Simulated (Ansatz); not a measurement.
GeH6OSi (`O[SiH2][GeH3]`). Charge 0, multiplicity 1. The geometry is a stationary point of PBE0-D4/def2-TZVP. It is one conformer, not always the lowest.

```xyz
9

O    -0.996   -1.554   -0.632
Si   -0.395   -0.611    0.584
Ge    0.762    1.184   -0.453
H    -1.496   -2.334   -0.385
H    -1.488   -0.091    1.456
H     0.528   -1.386    1.463
H     1.352    2.108    0.627
H    -0.183    2.017   -1.333
H     1.917    0.667   -1.326
```

(1) What is the dipole moment at ωB97M-V/def2-TZVPP? (An estimate is asked.)

(2) And with PBE, r2SCAN, B3LYP? (Best estimate.)

(3) Give the Mulliken charges with ωB97M-V, B3LYP, r2SCAN in def2-TZVPP. (Estimate.)

## Answers

(1) The calculation gave: 1.48 D, with components (-0.69, -1.07, 0.75) D in this frame, pointing from negative to positive charge.

(2) The calculation gave: PBE 1.39 D, r2SCAN 1.45 D, B3LYP 1.47 D.

(3) Ansatz gave: 
| atom | ωB97M-V | B3LYP | r2SCAN |
| --- | --- | --- | --- |
| O1 | -0.38 | -0.39 | -0.42 |
| Si2 | 0.34 | 0.40 | 0.41 |
| Ge3 | -0.08 | 0.02 | 0.04 |
| H4 | 0.17 | 0.18 | 0.20 |
| H5 | -0.05 | -0.09 | -0.10 |
| H6 | -0.05 | -0.09 | -0.09 |
| H7 | 0.01 | -0.01 | -0.02 |
| H8 | 0.01 | -0.01 | -0.01 |
| H9 | 0.01 | -0.01 | -0.01 |

B3LYP here is the variant with VWN-RPA as its local correlation; programs differ in this.
